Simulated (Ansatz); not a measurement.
Ideal-gas functions of F3HSn (`[F][SnH]([F])[F]`) at 400 K and 1 bar, from an Ansatz frequency run at PBE0-D4/def2-TZVP.

Molar mass 176.71 g/mol, point group C3v (symmetry number 3), electronic degeneracy 1, moments of inertia 111.393, 111.406, 170.975 u Å². Harmonic wavenumbers (cm⁻¹, unscaled): 168, 168, 199, 523, 523, 658, 664, 664, 2040.

Use S(trans) = R[1.5 ln M + 2.5 ln T − 1.1517]; rotational temperatures θ = 24.2544 K / I; S(rot) = R[ln(√π/σ · √(T³/θAθBθC)) + 1.5]; for each mode x = 1.438777 ν̃/T, S = R[x/(eˣ − 1) − ln(1 − e⁻ˣ)] and H = RT x/(eˣ − 1); 1 cm⁻¹ = 0.0119627 kJ/mol; R = 8.31446 J/(mol·K).

By hand: the entropy, in J/(mol·K).

Translation 179.5. Rotation: θ = 0.2177, 0.2177, 0.1419 K, giving 103.6. Vibration, mode by mode: 12.63, 12.63, 11.27, 4.19, 4.19, 2.86, 2.81, 2.81, 0.05, in all 53.4. Electronic 0.0. Sum 336.5 J/(mol·K).

By hand: H − E and G − E in kJ/mol, counted from the electronic energy.

Zero-point energy ½ × 5607 × 0.0119627 = 33.5; thermal vibration 11.8; translation, rotation and pV give 4 RT = 13.3. H − E = 58.6 kJ/mol, and G − E = 58.6 − 400 × 336.5/1000 = -76.0 kJ/mol.

Vibration gives 16 % of the entropy.
